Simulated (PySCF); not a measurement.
# Identify the compound

The spectra below were simulated for a compound C6H8O2.

1H NMR (400 MHz, computed): δ 8.21 (s, 1H), 6.08 (t, 1H), 4.91 (s, 2H), 2.50 (m, 2H), 2.49 (m, 2H).

13C{1H} NMR (computed): δ 165.1 (CH), 151.3 (C), 136.9 (CH), 66.3 (CH2), 30.6 (CH2), 28.3 (CH2).

- shieldings: GIAO PBE0/pcSseg-1
- GFN2-xTB structure
- run in PySCF 2.14
- non-relativistic, isolated molecule, single conformer, fast rotation and ring inversion assumed for equivalent nuclei

Referencing at the same level of theory: TMS for 1H (31.72 ppm) and 13C (186.93 ppm).

Question: What is the structure?

Answer: 
- Rings plus π bonds: 3 (1 ring in the answer).
- 6 carbon signals for 6 carbons: no two carbons are equivalent.
- Carbon types of the structure: 1 × C, 2 × CH, 3 × CH2, which accounts for all hydrogens.
- δC 165.1: ester carbonyl carbon; lone-pair donation from the attached heteroatom keeps it upfield of a ketone carbonyl.
- δC 151.3: fully substituted alkene carbon; the olefinic region.
- δC 136.9: alkene CH; an sp2 carbon of a C=C bond.
- δC 66.3: allylic sp3 CH2 bonded to O; deshielded by the electronegative neighbour.
- δC 30.6, 28.3: allylic sp3 CH2; aliphatic region, no heteroatom directly attached.
- δH 6.08: hydrogen on an alkene CH; a vinylic proton, deshielded by the sp2 carbon and the C=C anisotropy.
- δH 2.50, 2.49: hydrogen on an allylic sp3 CH2; allylic position.

These data were computed for `O=COCC1=CCC1`.

The shifts were computed for this structure.

Shifts are as computed. Against solution values, carbons near 30 ppm lie about +3 ppm off and those near 130 ppm about +5 ppm. Of 1313 compounds with measured shifts, 239 miss one by over three times the rms of a fit or turn the order of signals round; such compounds aren't used in these exercises. Multiplicities follow the n + 1 count of equivalent neighbours, as no J values were calculated; m marks all less simple cases, F and P coupling included.
